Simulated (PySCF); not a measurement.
**Dipole polarisabilities along group 11**

Calculated with PySCF 2.14 for the ground configurations, without spin-orbit coupling: coupled response for Hartree-Fock and DFT, finite fields for MP2 and CCSD(T), with Cu [Ar]; Ag 4s2 4p6; Au 5s2 5p6 frozen. Mean α in bohr³, C₆ of like pairs in atomic units.

```tsv
species	α UHF	α PBE	α PBE0	α MP2	α CCSD(T)	α recommended (Schwerdtfeger and Nagle)	C₆ UHF	C₆ PBE	C₆ PBE0
Cu [Ar] 3d10 4s1 (def2-TZVPPD, non-relativistic)	76.50	41.70	46.80	45.59	54.28	46.5 ± 0.5	531.0	233.5	272.7
Ag [Kr] 4d10 5s1 (def2-TZVPPD with the def2 core potential (28 electrons), ECP)	81.08	44.60	49.56	41.17	54.85	55 ± 8	642.2	303.5	344.7
Au [Xe] 4f14 5d10 6s1 (def2-TZVPPD with the def2 core potential (60 electrons), ECP)	48.30	32.52	34.28	26.93	35.80	36 ± 3	391.7	258.5	273.2
```

Hartree-Fock lacks correlation. MP2 and CCSD(T) carry the error of the frozen core. All values carry a basis error.
